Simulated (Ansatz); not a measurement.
Computed with Ansatz on PBE0-D4/def2-TZVP structures; ΔE is electronic, products minus reactants. CBS: MP2 limit from def2 TZ/QZ plus the TZ coupled-cluster correction, frozen cores. DFT in def2-TZVPP. B3LYP here is the variant with VWN-RPA as its local correlation; programs differ in this. One conformer a species, not always the lowest.

`CN[SiH](F)OC` + `[SiH3]B[SiH3]` → `CO[SiH](F)[SiH3]` + `CNB[SiH3]`  (redistribution)

```
         level  ΔE (kJ/mol)
       PBE0-D4        -98.2
       ωB97X-V        -91.3
           PBE       -109.7
        r2SCAN        -94.3
         B3LYP        -99.9
MP2/def2-TZVPP        -91.8
MP2/def2-QZVPP        -90.9
CCSD/CBS(def2)        -85.6
```

(1) What does CCSD(T)/CBS give? (Best estimate.)

Largest T1 diagnostic among the species: 0.014.

Answers

(1) Ansatz gave: -89.8 kJ/mol. The listed levels differ from it by -8.4, -1.5, -19.9, -4.5, -10.1, -2.0, -1.1, 4.2 kJ/mol.

The D4 term adds +4.6 kJ/mol with B3LYP and +2.6 kJ/mol with PBE0; it sums over pairs of atoms, weighted by their polarisabilities, and B3LYP, whose exchange is more repulsive, gets the larger term. From PBE to PBE0 (25 % exact exchange), in def2-TZVPP and without D4, ΔE moves by +8.9 kJ/mol.
